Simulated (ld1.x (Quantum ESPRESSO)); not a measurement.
# zinc ultrasoft: all-electron and pseudo phase curves

* Element: Zn (Z = 30)
* Generator: ld1.x (Quantum ESPRESSO) 7.5
* Type: ultrasoft
* Functional: PBE
* Relativity: scalar-relativistic
* Frozen core: [Ar]
* Valence charge: 12
* Reference configuration: 3d10 4s2 4p0
* Partial waves: 4s (bound): rcut 2.15, rcutus 2.30 bohr; 4s channel at -0.1 Ry: rcut 2.15, rcutus 2.30 bohr; 4p (bound, empty): rcut 1.95, rcutus 2.15 bohr; 4p channel at 0.3 Ry: rcut 1.95, rcutus 2.15 bohr; 3d (bound): rcut 1.30, rcutus 1.45 bohr; 3d channel at 0.05 Ry: rcut 1.30, rcutus 1.45 bohr
* Local potential: all-electron potential smoothed inside 1.80 bohr (lloc = -1)
* Core correction: Bessel-smoothed model core, default radius (core density twice the valence density)
* Augmentation charge: PSQ, inside the norm-conserving radii

The phase is arctan(r·u′/u) with u = r·R(r), unwrapped; energies in Ry, scanned from -3 to 5 Ry. A pole is an energy at which the radial function vanishes at the test radius. The pseudo phase is shifted by a multiple of π to meet the all-electron one at the reference energy, and phase errors are pseudo minus all-electron; the curves can meet again beyond the range given. Levels narrower than the energy grid can be missing from the lists of poles.

```csv
channel,radius (bohr),reference energy (Ry),"poles, all-electron","poles, pseudo",unbroken range about the reference energy with phases within 0.05 rad,phase error 1 Ry above the reference energy (rad)
s,2.50,-0.44,1.18,1.18,below 3.5,-0.000
p,2.50,-0.08,2.31,2.29,below 4.4,-0.000
d,2.50,-0.75,"-0.67, 4.34","-0.67, 4.36",the whole range,-0.000
```

Phases in the d channel:

```tsv
E (Ry)	all-electron	pseudo
-3.00	1.351	1.351
-2.76	1.342	1.342
-2.52	1.332	1.332
-2.28	1.320	1.320
-2.04	1.306	1.306
-1.80	1.288	1.288
-1.56	1.264	1.264
-1.32	1.227	1.227
-1.08	1.149	1.149
-0.84	0.562	0.562
-0.60	-1.683	-1.683
-0.36	-1.823	-1.823
-0.12	-1.887	-1.887
0.12	-1.943	-1.943
0.36	-2.005	-2.005
0.60	-2.083	-2.083
0.84	-2.192	-2.192
1.08	-2.357	-2.357
1.32	-2.622	-2.622
1.56	-3.037	-3.037
1.80	-3.537	-3.536
2.04	-3.934	-3.932
2.28	-4.183	-4.182
2.52	-4.338	-4.337
2.76	-4.441	-4.439
3.00	-4.513	-4.511
3.24	-4.567	-4.565
3.48	-4.609	-4.607
3.72	-4.644	-4.642
3.96	-4.673	-4.671
4.20	-4.699	-4.697
4.44	-4.722	-4.720
4.68	-4.744	-4.741
4.92	-4.765	-4.762
```
